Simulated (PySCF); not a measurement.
Compound: C7H6F3N.
Atom-mapped SMILES: `[F:1][C:2]([F:3])([F:4])[CH2:5][c:6]1[cH:7][cH:8][cH:9][n:10][cH:11]1` (hydrogens: H12, H13 on C5; H14 on C7; H15 on C8; H16 on C9; H17 on C11)

Level: PBE0/pcSseg-1 in PySCF, non-relativistic, on one gas-phase PBE0-D3(BJ)/def2-SVP geometry that isn't relaxed in the solvent. The solvent is an IEF-PCM continuum (van der Waals radii × 1.2). The model holds no explicit solvent molecules, cavitation or dispersion.

Gas phase at PBE0/pcSseg-1: HOMO -7.62 eV, LUMO -1.10 eV, dipole 2.45 D.

What does the continuum do to the energy, the frontier levels and the dipole at PBE0/pcSseg-1 in chloroform and dimethylsulfoxide?

```
          solvent      ε  E(solvent) − E(gas) (kcal/mol)  polarisation term (kcal/mol)  distortion of the solute (kcal/mol)  HOMO (eV)  LUMO (eV)  dipole (D)
       chloroform  4.711                           -4.74                         -5.31                                 0.57      -7.66      -0.99        2.99
dimethylsulfoxide  46.83                           -6.76                         -7.97                                 1.21      -7.68      -0.98        3.25
```

The first energy column is the sum of the next two and covers electrostatics alone. From chloroform to dimethylsulfoxide the lowering changes by a factor 1.43, Onsager's factor (ε − 1)/(2ε + 1) by 1.36 and ε itself by 9.9.

Which radius a makes the point-dipole formula ΔE = −[(ε − 1)/(2ε + 1)]·μ²/a³ give the value in dimethylsulfoxide, with the gas-phase dipole?

μ = 0.965 au and |ΔE| = 0.01077 Eh give a = 1.84 Å; the farthest nucleus lies 3.79 Å from the centroid of the nuclei, so such a sphere wouldn't even hold the nuclei. The formula assumes a rigid point dipole at the centre of a sphere.

Which Hirshfeld charges (PBE0/pcSseg-1) respond most in chloroform (means over atoms taken as equivalent)?

| atoms | environment | gas (e) | solvent (e) | change |
| --- | --- | --- | --- | --- |
| N10 | pyridine-type nitrogen | -0.161 | -0.185 | -0.024 |
| H12/H13 | methylene hydrogen | +0.056 | +0.064 | +0.008 |
| H14 | aromatic hydrogen | +0.054 | +0.062 | +0.008 |
| H15 | aromatic hydrogen | +0.058 | +0.065 | +0.007 |
| C9 | aromatic CH next to a ring nitrogen | +0.020 | +0.014 | -0.006 |
| C11 | aromatic CH next to a ring nitrogen | +0.015 | +0.010 | -0.005 |
| H17 | aromatic hydrogen | +0.050 | +0.054 | +0.004 |
| F1/F3/F4 | fluorine of a CF3 group | -0.091 | -0.095 | -0.004 |
| C7 | aromatic CH carbon | -0.035 | -0.031 | +0.004 |
| H16 | aromatic hydrogen | +0.054 | +0.057 | +0.003 |
| C5 | benzylic-type carbon | -0.093 | -0.091 | +0.002 |
| C8 | aromatic CH carbon | -0.049 | -0.048 | +0.001 |

Conformer computed: `[F:1][C:2]([F:3])([F:4])[CH2:5][c:6]1[cH:7][cH:8][cH:9][n:10][cH:11]1`: F1–C2–C5–C6 -62°, C2–C5–C6–C7 80°.
